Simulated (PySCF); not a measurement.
## Excitation energy of In⁺ by level of theory

In⁺ [Kr] 4d10 5s2 (1S) → In⁺ [Kr] 4d10 5s1 5d1 (3D), as a difference of total energies. Computed with PySCF 2.14 in aug-cc-pVQZ-PP with one added diffuse shell each of s, p, d, f, g type with ECP28MDF (8s8p6d4f3g, 117 functions), with scalar relativity through the core potential. Correlated levels: valence: 4s2 4p6 4d10 frozen. The calculations carry no spin-orbit coupling.

| method | excitation energy (eV) |
| --- | --- |
| UHF | 11.104 |
| LDA | 12.770 |
| PBE | 12.264 |
| PBE0 | 12.117 |
| r2SCAN | 12.260 |
| MN15 | 12.747 |
| r2SCANh | 12.233 |
| MP2 (valence) | 11.658 |

**Question.** Estimate what SCS-MP2 (valence) gives.

**Answer.** 11.865 eV, closest to MP2 (valence) among the rows shown.

**Question.** Estimate what r2SCAN0 gives.

**Answer.** 12.192 eV, closest to r2SCANh among the rows shown.

Errors of the correlated levels include the incompleteness of this basis and the frozen core.

For comparison: 12.674 eV (measured; NIST levels, between the centres of gravity of the two terms).
